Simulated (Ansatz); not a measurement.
Four-centre ligand exchange

Start structure (GaH₂Cl₃, closed shell), relaxed at PBE0-D4/def2-TZVP:

Ga1  (0.016, 0.703, -0.500)
H2  (1.428, 1.117, -0.975)
Cl3  (-1.056, -0.909, -1.465)
Cl4  (-1.230, 1.979, 0.681)
H5  (0.052, -1.865, 0.809)
Cl6  (0.789, -1.024, 1.450)
(Å)

The step: GaHCl₂ ([Cl][GaH][Cl]) + HCl → GaCl₃ ([Cl][Ga]([Cl])[Cl]) + H₂; bonds formed: H2–H5; dative contacts that become bonds: Ga1–Cl6; bonds broken: Ga1–H2, H5–Cl6. Program: Ansatz 0.2.0. Basis: def2-TZVPP and def2-QZVPP. Cores are frozen in the correlated methods. Filled d shells of the heavier atoms are correlated. The def2 sets are not built for correlating such inner shells, so the correlated values are less sure here. Extrapolation: Hartree–Fock as exp(−7.88 √X), correlation as X^−2.97. Energies below are by CCSD(T) at an estimated basis limit (MP2 extrapolated from triple and quadruple zeta, plus CCSD(T) − MP2 in triple zeta).

Question: What are the electronic barrier and the energy of the step, from the start structure to the end structure? (An estimate is asked for; the value comes from the calculation.)

Answer: Computed: Barrier 0.834 eV; step energy -0.647 eV (downhill); reverse barrier, their difference, 1.482 eV. Barrier and step energy count from the start structure, the reverse barrier from the end structure.

The saddle point: One imaginary mode of 1002i cm⁻¹.
```tsv
pair	start (Å)	saddle (Å)	end (Å)
Ga1–Cl6	2.72	2.42	2.12
H2–H5	3.74	1.13	0.75
Ga1–H2	1.55	1.69	2.59
H5–Cl6	1.29	1.52	3.11
```

Zero-point energy (harmonic, PBE0-D4): ZPE is 0.489 eV at the start and 0.448 eV at the saddle, so the barrier goes from 0.834 to 0.793 eV.

No T1 diagnostic of these runs exceeds 0.012.

Labels in which every atom is bracketed show which atoms are joined, not bond orders.

For scale, one of the runs: CCSD(T)/def2-TZVPP, 202 basis functions, launched by `ansatz run in.yaml --threads 4 --pin off --events-out ev --progress --plain --max-ram 9574MiB`. Time: 50 s of wall clock on 4 CPU threads of an Arm Neoverse V2; the host was shared. Peak host memory: 2.3 GiB.
